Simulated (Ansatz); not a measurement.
Reaction (formal exchange of groups at the Al–C bond): `FC#[C][AlH2]` + `[F][GeH3]` → `[F][GeH2][AlH2]` + `C#CF`

Computed with Ansatz on PBE0-D4/def2-TZVP structures; ΔE is electronic, products minus reactants. CCSD(T)/CBS is the MP2 limit (def2-TZVPP, def2-QZVPP) plus CCSD(T) − MP2 in def2-TZVPP, frozen cores. This one scheme is used for every species. DFT in def2-TZVPP. B3LYP here is the variant with VWN-RPA as its local correlation; programs differ in this. For Ge outer-core shells are correlated without core-valence functions, which leaves a few kJ/mol of doubt a bond. Scalar relativity is left out up to krypton.

```csv
level,ΔE (kcal/mol),difference from CCSD(T)/CBS
r2SCANh-D4,13.5,0.6
ωB97X-V,12.9,0.0
PBE-QIDH,13.3,0.4
PBE,10.5,-2.4
PBE0,11.2,-1.7
B3LYP,12.4,-0.5
r2SCANh,13.6,0.7
BHLYP,13.4,0.5
LC-ωPBE,11.9,-1.0
HF/def2-TZVPP,15.2,2.3
CCSD(T)/CBS,12.9,0
```

Largest T1 diagnostic among the species: 0.013.

Leaving LDA and LC-ωPBE aside and taking each functional with its dispersion term where it has one, the values, not all of them listed here, spread over 5.7 kcal/mol, from PBE-D4 to B97M-V. At CCSD(T), def2-SVP lies +2.0 kcal/mol from the extrapolated value and def2-TZVPP +0.9 kcal/mol. From BLYP to BHLYP (50 % exact exchange), in def2-TZVPP and without D4, ΔE moves by +1.4 kcal/mol.
